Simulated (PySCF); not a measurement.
## Calculated data, CH4AlBCl, CH3FSi2, CH4AlBN, AlBCl2H and others

All values are calculated (PySCF 2.14.0). Calculation on a computer-drawn molecule: optimised geometry and harmonic frequencies of an isolated molecule of the commonest isotopes, restricted reference for singlets and unrestricted otherwise, frozen core in MP2.

Common to all runs: method HF.

(1) CH4AlBCl

Start structure:
```xyz
8
CH4AlBCl
C      2.5288     1.4256     0.5519
Al     0.7002     0.7163     0.1865
B     -0.8240    -0.5785     1.0054
Cl    -2.2996    -1.1960     0.8925
H      3.0109     0.9320     1.4713
H      3.2360     1.2367    -0.2541
H      2.4603     2.5370     0.6924
H     -0.2429     0.8620    -1.0215
```

| Quantity | Value |
| --- | --- |
| charge | 1 |
| multiplicity | 1 |
| basis | cc-pV(D+d)Z |
| rotational constants | 14.45, 1.383, 1.272 GHz |
| total energy | -766.0571 hartree |
| convergence status largest gradient component | 4.327e-05 hartree/bohr |

Drawn bonds:
```csv
atom,other atom,order
1,2,1
2,3,1
3,4,1
1,5,1
1,6,1
1,7,1
2,8,1
```

Optimised structure:
```xyz
8
CH4AlBCl
C      2.3268     1.3306     0.6111
Al     0.7929     0.7398    -0.4053
B     -0.7918    -0.2456     0.9025
Cl    -1.9365    -0.9527     1.8251
H      2.8092     0.4936     1.1269
H      3.0682     1.7967    -0.0427
H      2.0410     2.0625     1.3740
H      0.2598     0.7101    -1.8672
```

Modes:
```csv
frequency (cm⁻¹),reduced mass (dalton)
59.73,1.036
89.48,3.783
205.2,4.778
267.3,6.654
303.3,8.536
403.6,1.257
597.1,1.17
685.5,4.009
726.2,1.285
783.9,1.282
1194,12.62
1346,1.212
1528,1.05
1533,1.054
2099,1.044
3158,1.035
3236,1.099
3261,1.101
```

(2) CH3FSi2

Start structure:
```xyz
7
CH3FSi2
F     -1.4449     0.0483    -2.0526
Si    -0.5493     1.1148    -1.3822
C      1.1824     0.9371    -1.2001
Si     2.3082    -0.5024    -1.7722
H     -1.5100     2.0743    -0.9830
H      1.7803     1.7605    -0.7014
H      1.2035    -1.3674    -2.3793
```

| Property | Result |
| --- | --- |
| charge | 0 |
| multiplicity | 1 |
| basis | cc-pV(D+d)Z |
| rotational constants | 11.02, 2.467, 2.016 GHz |
| total energy | -716.8864 hartree |
| convergence status largest gradient component | 1.163e-05 hartree/bohr |

Drawn bonds:
```csv
atom,other atom,order
1,2,1
2,3,2
3,4,1
2,5,1
3,6,1
4,7,1
```

Optimised structure:
```xyz
7
CH3FSi2
F     -1.4085    -0.0442    -2.0849
Si    -0.4836     1.0498    -1.3862
C      1.1968     0.9344    -1.2014
Si     2.2533    -0.4701    -1.7710
H     -1.3841     2.1250    -0.9627
H      1.6634     1.7794    -0.6977
H      1.1329    -1.3091    -2.3669
```

Modes:
```csv
frequency (cm⁻¹),reduced mass (dalton)
145.1,8.919
156.8,3.786
294.9,1.146
363.1,7.556
597.8,1.315
666,4.77
815.2,1.102
868.4,1.176
902.6,3.144
954.4,1.337
1077,1.85
1236,2.765
2107,1.042
2408,1.044
3289,1.086
```

(3) CH4AlBN

Start structure:
```xyz
8
CH4AlBN
B      0.3153     0.4789     2.5319
N     -0.0824     0.0792     1.2777
Al    -0.4968    -0.4058    -0.3081
C     -1.0161    -1.0110    -2.0491
H      0.5717     0.8537     3.5757
H     -1.3157    -0.1470    -2.6589
H     -1.8132    -1.7420    -2.0480
H     -0.1454    -1.4476    -2.6029
```

| Item | Value |
| --- | --- |
| charge | 1 |
| multiplicity | 1 |
| basis | cc-pV(D+d)Z |
| rotational constants | 158.2, 2.511, 2.511 GHz |
| total energy | -361.0742 hartree |
| convergence status largest gradient component | 1.666e-05 hartree/bohr |

Drawn bonds:
```csv
atom,other atom,order
1,2,2
2,3,1
3,4,1
1,5,1
4,6,1
4,7,1
4,8,1
```

Optimised structure:
```xyz
8
CH4AlBN
B      0.2620     0.4634     2.4337
N     -0.0634     0.0861     1.2692
Al    -0.4971    -0.4168    -0.2829
C     -0.9904    -0.9890    -2.0478
H      0.5623     0.8118     3.5088
H     -1.3280    -0.1310    -2.6335
H     -1.7982    -1.7216    -1.9866
H     -0.1297    -1.4446    -2.5426
```

Modes:
```csv
frequency (cm⁻¹),reduced mass (dalton)
106.9,3.365
106.9,3.365
206.3,5.485
206.3,5.485
559.6,4.724
773.9,1.245
773.9,1.245
842.3,1.353
842.3,1.353
909.9,10.42
1334,1.19
1522,1.051
1522,1.051
1876,5.869
3007,1.172
3175,1.031
3281,1.103
3281,1.103
```

(4) AlBCl2H

Start structure:
```xyz
5
AlBCl2H
Cl    -2.6183    -2.1827    -1.5952
B     -1.9177    -1.0985    -0.7941
Al    -0.4328    -0.3616     0.6817
Cl     0.1367     1.3953     1.3480
H     -0.0296    -1.8116     0.9887
```

| Item | Value |
| --- | --- |
| charge | 1 |
| multiplicity | 1 |
| basis | cc-pV(D+d)Z |
| rotational constants | 9.564, 1.108, 0.9933 GHz |
| total energy | -1186.0031 hartree |
| convergence status largest gradient component | 1.994e-05 hartree/bohr |

Drawn bonds:
```csv
atom,other atom,order
1,2,1
2,3,1
3,4,1
3,5,1
```

Optimised structure:
```xyz
5
AlBCl2H
Cl    -2.9291    -1.6318    -1.8509
B     -1.8134    -1.2613    -0.7298
Al    -0.2894    -0.6854     0.8062
Cl    -0.2969     1.3682     0.9209
H      0.4672    -1.8488     1.4827
```

Modes:
```csv
frequency (cm⁻¹),reduced mass (dalton)
72.65,19.61
216.3,5.078
285.2,9.669
339.5,17.22
463.9,1.336
580.2,2.827
632.4,1.629
1224,12.63
2150,1.045
```

(5) CH4AlBN

Start structure:
```xyz
8
CH4AlBN
C      2.3955     0.4073    -2.1720
B      2.1811     0.7424    -0.6469
N      0.8689     1.1440    -0.3600
Al     0.0550     1.6395     1.0848
H      1.6351     0.4851    -2.9080
H      3.3170     0.0588    -2.5924
H      3.1019     0.6822     0.0530
H     -0.6073     2.1191     2.4604
```

| Item | Value |
| --- | --- |
| charge | 0 |
| multiplicity | 2 |
| basis | cc-pV(D+d)Z |
| rotational constants | 37.03, 2.63, 2.455 GHz |
| total energy | -361.2053 hartree |
| spin squared | 0.7606 |
| convergence status largest gradient component | 4.302e-05 hartree/bohr |

Drawn bonds:
```csv
atom,other atom,order
1,2,1
2,3,1
3,4,2
1,5,1
1,6,1
2,7,1
4,8,1
```

Optimised structure:
```xyz
8
CH4AlBN
C      2.2773     0.4402    -2.1476
B      2.4017     0.7058    -0.6135
N      1.3197     1.1455     0.1653
Al     0.0922     1.6515     1.0916
H      1.3440     0.5799    -2.6897
H      3.1107     0.1026    -2.7592
H      3.4886     0.5164    -0.1019
H     -1.0869     2.1366     1.9738
```

Modes:
```csv
frequency (cm⁻¹),reduced mass (dalton)
117.6,4.766
140.9,2.82
315,1.188
402.6,2.531
453,1.208
487.6,1.166
658.3,1.212
732,2.635
908,1.732
965,1.826
1056,2.504
1248,1.569
1527,1.387
1579,4.688
2123,1.054
2568,1.088
3247,1.056
3333,1.113
```

(6) BH5NSi2

Start structure:
```xyz
9
BH5NSi2
B     -2.3777    -1.8313    -1.8497
N     -1.8037    -1.5752    -0.8683
Si    -0.8003    -1.1032     0.4936
Si     0.9876     0.0695    -0.0381
H     -2.9836    -2.1475    -2.8426
H     -1.7987    -0.2880     1.4082
H     -0.4420    -2.3601     1.1742
H      1.8512    -0.3657    -1.1464
H      0.8388     1.5729    -0.2669
```

| Item | Value |
| --- | --- |
| charge | 0 |
| multiplicity | 2 |
| basis | cc-pV(D+d)Z |
| rotational constants | 9.902, 2.225, 1.897 GHz |
| total energy | -659.9232 hartree |
| spin squared | 0.7582 |
| convergence status largest gradient component | 1.752e-05 hartree/bohr |

Drawn bonds:
```csv
atom,other atom,order
1,2,2
2,3,1
3,4,1
1,5,1
3,6,1
3,7,1
4,8,1
4,9,1
```

Optimised structure:
```xyz
9
BH5NSi2
B     -2.4321    -1.8024    -1.8989
N     -1.7834    -1.5324    -0.8749
Si    -0.8595    -1.1361     0.5113
Si     1.0111     0.2045    -0.0007
H     -3.0470    -2.0594    -2.8629
H     -1.7039    -0.4015     1.4807
H     -0.3765    -2.3761     1.1606
H      2.0011    -0.4583    -0.8867
H      0.6618     1.5330    -0.5643
```

Modes:
```csv
frequency (cm⁻¹),reduced mass (dalton)
104.1,3.819
110.4,1.105
184.2,2.862
250.4,4.474
395.2,1.071
439.4,7.735
580.1,1.25
661.4,1.293
735.6,7.492
821.2,1.077
824.8,1.35
831.5,1.346
918.7,1.125
1012,1.084
1025,1.051
1981,5.164
2283,1.03
2292,1.052
2304,1.053
2308,1.029
2990,1.196
```

(7) C2H7OSi

Start structure:
```xyz
11
C2H7OSi
C     -0.9117    -1.3836    -1.1517
O      0.1909    -1.2960    -1.9455
Si     1.7290    -0.9236    -1.7275
C      1.9867     0.7919    -1.0099
H     -1.0703    -0.3575    -0.6887
H     -1.7871    -1.6660    -1.6545
H     -0.7639    -2.1448    -0.3160
H      2.3252    -1.9664    -0.7857
H      3.0507     0.9964    -0.9114
H      1.5370     0.8955    -0.0425
H      1.4931     1.5498    -1.6647
```

| Item | Value |
| --- | --- |
| charge | 0 |
| multiplicity | 2 |
| basis | cc-pV(D+d)Z |
| rotational constants | 12.65, 3.471, 3.048 GHz |
| total energy | -443.6111 hartree |
| spin squared | 0.7527 |
| convergence status largest gradient component | 2.042e-05 hartree/bohr |

Drawn bonds:
```csv
atom,other atom,order
1,2,1
2,3,1
3,4,1
1,5,1
1,6,1
1,7,1
3,8,1
4,9,1
4,10,1
4,11,1
```

Optimised structure:
```xyz
11
C2H7OSi
C     -0.9310    -1.4354    -1.1020
O      0.0907    -1.1147    -2.0066
Si     1.6965    -0.8964    -1.6920
C      2.0529     0.8373    -1.0558
H     -1.1769    -0.5818    -0.4638
H     -1.8198    -1.7091    -1.6693
H     -0.6519    -2.2788    -0.4638
H      2.1332    -1.9018    -0.6812
H      3.1200     0.9517    -0.8456
H      1.5016     1.0304    -0.1293
H      1.7643     1.5943    -1.7888
```

Modes:
```csv
frequency (cm⁻¹),reduced mass (dalton)
37.54,2.472
82.73,1.11
153.7,1.073
236.5,2.998
267.7,3.245
596.2,1.079
682.2,3.181
787.7,4.37
807.4,1.389
886.6,1.446
957.9,1.239
1216,5.875
1267,1.264
1297,1.439
1381,1.252
1546,1.051
1550,1.052
1595,1.138
1599,1.047
1606,1.047
2241,1.041
3159,1.036
3163,1.034
3228,1.107
3239,1.1
3258,1.102
3272,1.103
```

(8) CH5BNO

Start structure:
```xyz
9
CH5BNO
B     -2.8596    -1.4390     0.1928
O     -1.5549    -1.4806    -0.1235
C     -0.5478    -0.5610     0.0446
N     -0.7064     0.5872     0.7132
H     -3.3378    -0.4946     0.6962
H     -3.5374    -2.3353    -0.0949
H      0.4239    -1.0048    -0.1627
H     -1.6474     0.9388     0.7438
H     -0.0702     1.3069     0.4356
```

| Property | Result |
| --- | --- |
| charge | 0 |
| multiplicity | 2 |
| basis | cc-pVDZ |
| rotational constants | 21.42, 5.912, 4.837 GHz |
| total energy | -194.7670 hartree |
| spin squared | 0.758 |
| convergence status largest gradient component | 5.402e-06 hartree/bohr |

Drawn bonds:
```csv
atom,other atom,order
1,2,1
2,3,1
3,4,1
1,5,1
1,6,1
3,7,1
4,8,1
4,9,1
```

Optimised structure:
```xyz
9
CH5BNO
B     -2.8501    -1.4437     0.1652
O     -1.5175    -1.5574     0.0251
C     -0.6630    -0.4944    -0.1532
N     -0.7147     0.5038     0.8314
H     -3.3918    -0.3691     0.1322
H     -3.4734    -2.4562     0.3130
H      0.3335    -0.8349    -0.4074
H     -1.5881     1.0016     0.8322
H      0.0275     1.1678     0.7066
```

Modes:
```csv
frequency (cm⁻¹),reduced mass (dalton)
66.06,2.16
268.7,1.229
307.7,1.625
410.9,1.494
590.7,3.265
834.9,1.205
954.5,1.545
1014,1.929
1107,1.886
1132,1.366
1204,1.601
1328,2.363
1351,1.277
1460,3.788
1542,1.434
1775,1.126
2664,1.057
2750,1.124
3324,1.089
3740,1.052
3832,1.094
```
